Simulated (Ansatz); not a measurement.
CdCl2, charge +1, doublet, geometry from GFN2-xTB (such geometries of metal compounds can be far from the true shape) (a state made from the parent by changing its charge; the spin is typed, not shown lowest) (core potentials on Cd), atoms displaced at random by about 0.08 Å a coordinate; B3LYP/def2-SVP, gradient in Ansatz (a first-principles code).

Input for Ansatz:
Ansatz 0.2 input:
```yaml
crystal:
  periodic: [false, false, false]
  atoms:
    - {symbol: Cd, position_ang: [0.56541158, -0.31535742, 0.34824540]}
    - {symbol: Cl, position_ang: [0.77512088, 0.66945991, -1.71115266]}
    - {symbol: Cl, position_ang: [-1.71170356, 0.15403821, 0.71886542]}
basis:
  gaussian:
    orbitals: def2-SVP
hamiltonian:
  xc: b3lyp
total_charge: 1
magnetization: {spin_polarized: true, initial_magnetization: 1}
output: {forces: true}
```

What the program printed (banner, timings and long lists left out):

```
Functional definition: B3LYP
646 factors; integrals over basis functions are off by at most 5.0e-4 eV
mean field evaluation 1: about -29587.3909 eV, gradient 3.5e1 eV
mean field evaluation 2: about -29557.8225 eV, gradient 7.6e1 eV
mean field evaluation 4: about -29591.7789 eV, gradient 2.1e1 eV
mean field evaluation 8: about -29594.9001 eV, gradient 5.9e-1 eV
mean field evaluation 16: about -29594.9993 eV, gradient 1.3e-2 eV
mean field evaluation 32: about -29594.9357 eV, gradient 9.2e-1 eV
mean field -29594.99931444 eV, -1087.5961645948 hartree, gradient 7.6e-6 eV, S^2 0.755346; 4 other end points of the search recorded, 0 dependent functions left out
the calculation of the forces begins
reference -29594.99952725 eV, -1087.5961724154 hartree; 27, 26 occupied and 40, 41 virtual orbitals, 646 factors
Total energy: -29594.99952725 eV, -1087.5961724154 hartree
Atom 0 at     0.565412    -0.315357     0.348245 Å, force     0.249931    -0.463070     0.770082 eV/Å
Atom 1 at     0.775121     0.669460    -1.711153 Å, force     0.203993     0.419125    -0.941724 eV/Å
Atom 2 at    -1.711704     0.154038     0.718865 Å, force    -0.453924     0.043945     0.171642 eV/Å
Dipole moment:     0.445463    -0.350306     0.436707 e Å
```
